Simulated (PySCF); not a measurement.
GeH4. Atoms are numbered in the order given.

```xyz
5

Ge     0.0000     0.0000     0.0000
H      0.8845    -0.8845    -0.8845
H     -0.8845    -0.8845     0.8845
H     -0.8845     0.8845    -0.8845
H      0.8845     0.8845     0.8845
```

The structure is a stationary point at ωB97X-D3(BJ)/def2-TZVPD. The isomer is the one that the SMILES or the coordinates give; other isomers of the formula were not compared.

All values below come from TDA-PBE0/def2-TZVPD (PySCF).

Vertical excitations; the highest root listed may be one member of a degenerate set. The molecule is in vacuum. State labels are in the subgroup D2.

```
state  symmetry  energy (eV)  λ (nm)      f                                                                   main pairs
-----  --------  -----------  ------  -----  ---------------------------------------------------------------------------
S1           B1         8.74     142  0.151                                                 HOMO−2→LUMO (degenerate set)
S2           B2         8.74     142  0.151                                                 HOMO−1→LUMO (degenerate set)
S3           B3         8.74     142  0.151                                                   HOMO→LUMO (degenerate set)
S4           B2         9.13     136  0.000                                  HOMO−2→LUMO+3, HOMO→LUMO+1 (degenerate set)
S5           B3         9.13     136  0.000                                HOMO−2→LUMO+2, HOMO−1→LUMO+1 (degenerate set)
S6           B1         9.13     136  0.000                                  HOMO−1→LUMO+3, HOMO→LUMO+2 (degenerate set)
S7            A         9.36     133  0.000                                  HOMO−1→LUMO+2, HOMO→LUMO+3 (degenerate set)
S8            A         9.36     133  0.000                                  HOMO−2→LUMO+1, HOMO→LUMO+3 (degenerate set)
S9            A         9.71     128  0.000                     HOMO−2→LUMO+1 33 %, HOMO→LUMO+3 33 %, HOMO−1→LUMO+2 33 %
S10          B2         9.99     124  0.316  HOMO→LUMO+1 37 %, HOMO−2→LUMO+3 37 %, HOMO−1→LUMO+5 10 %, HOMO−1→LUMO+4 8 %
T1           B2         7.93     156      0                     HOMO−1→LUMO, HOMO−2→LUMO+3, HOMO→LUMO+1 (degenerate set)
T2           B1         7.93     156      0                     HOMO−2→LUMO, HOMO−1→LUMO+3, HOMO→LUMO+2 (degenerate set)
T3           B3         7.93     156      0                     HOMO→LUMO, HOMO−2→LUMO+2, HOMO−1→LUMO+1 (degenerate set)
T4            A         8.27     150      0                     HOMO→LUMO+3 31 %, HOMO−1→LUMO+2 31 %, HOMO−2→LUMO+1 31 %
```
Triplets are in the Tamm–Dancoff approximation.
